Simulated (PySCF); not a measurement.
Field gradients from PBE0/pcSseg-1 densities (PySCF, non-relativistic) at GFN2-xTB geometries, isolated species, one conformer each; χzz is the principal value of largest magnitude, with Q(35Cl) = −0.0817 b. GFN2-xTB bond lengths can be off by several hundredths of an ångström, more for odd bonds, and the gradients follow them. A larger basis could move these couplings by a tenth or more.

Problem. Rank these 35Cl sites by the size of the quadrupole coupling, smallest first.
A. The chlorine bonded to C of `C=C[C@](CC)(C(=O)Cl)C(F)F`
B. The alkyl chlorine of `C#C[SiH2][C@@]1(Cl)[C@@H]2C[SiH2][C@H]1C2`
C. The vinyl chlorine of `CC#C[C@H]1[SiH2][SiH2]CC=C1Cl`

Solution. A (63.02 MHz), B (68.12 MHz), C (73.85 MHz).

All sites together:

```
nucleus                                                             site  Vzz (au)     η  χzz (MHz)
   35Cl  the alkyl chlorine of C#C[SiH2][C@@]1(Cl)[C@@H]2C[SiH2][C@H]1C2     3.548  0.04     -68.12
   35Cl              the vinyl chlorine of CC#C[C@H]1[SiH2][SiH2]CC=C1Cl     3.847  0.09     -73.85
   35Cl            the chlorine bonded to C of C=C[C@](CC)(C(=O)Cl)C(F)F     3.283  0.33     -63.02
```
